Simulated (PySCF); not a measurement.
# Dipole moment and polarisability of `C#CC#CC#CC#N`

Species: C7HN.
Geometry (GFN2-xTB, Å), atoms numbered from 1 in this order:
```
atom  x, y, z in Å
C1    -3.710   -0.228   -0.901
C2    -2.539   -0.140   -0.619
C3    -1.233   -0.043   -0.303
C4    -0.050    0.045   -0.016
C5     1.246    0.141    0.299
C6     2.429    0.228    0.586
C7     3.740    0.326    0.902
N8     4.857    0.410    1.173
H9    -4.726   -0.305   -1.146
```

Level: CAM-B3LYP/def2-SVPD (PySCF), static field, nuclei fixed, core orbitals frozen in the response. The polarisability tensor in these axes (au):

```
x   242.50  14.63  47.70
y    14.63  46.69   3.54
z    47.70   3.54  57.16
```

**Question.** Diagonalise the tensor; give its mean and Δα, where Δα² is half the sum of the squared differences of the eigenvalues.

**Answer.** Principal values 45.60, 45.60 and 255.15 au; mean 115.45 au = 17.11 Å³ = 19.03 × 10⁻⁴⁰ C²·m²/J; Δα = 209.55 au (182 % of the mean).

**Question.** What is the dipole moment, and where does it point?

**Answer.** (-5.17, -0.39, -1.25) D, 5.33 D in size, pointing from the negative to the positive side. Measured along this direction, the outermost atoms are N8 at the negative end and H9 at the positive end.

**Question.** Molar refractivity from α?

**Answer.** Lorentz–Lorenz: R = (4π/3)N_A α = 2.5225 cm³/(mol·Å³) × 17.11 Å³ = 43.2 cm³/mol, in the limit of long wavelengths.

**Question.** What depolarisation ratio follows for Rayleigh scattering of linearly polarised light, taking the static tensor?

**Answer.** ρ = 3Δα²/(45ᾱ² + 4Δα²) = 131728.6/(599769 + 175638.1) = 0.17.

**Question.** Refractivity n − 1 of an ideal gas of it at 298.15 K and 1 atm, from the electronic α?

**Answer.** N = p/kT = 2.4615 × 10¹⁹ cm⁻³, so n − 1 = 2π × N × 17.11 × 10⁻²⁴ cm³ = 2646 × 10⁻⁶ at long wavelengths.

**Question.** Give the eigenvalues of the traceless quadrupole moment Θ = ½Σq(3rr − r²1), origin at the centre of nuclear charge.

**Answer.** -2.45, 1.22, 1.22 D·Å. The values depend on the origin, since the dipole doesn't vanish. The electronic extent ⟨r²⟩ about the same centre is 1736 bohr², a root-mean-square distance of 3.12 Å for the 50 electrons.

Geometry: GFN2-xTB; no solvent, vibrations or thermal averaging.

These values come from a run that also computed excited states. Hardware: an Arm Neoverse V2 with one thread, no GPU, shared host. Cost: 16 s wall.
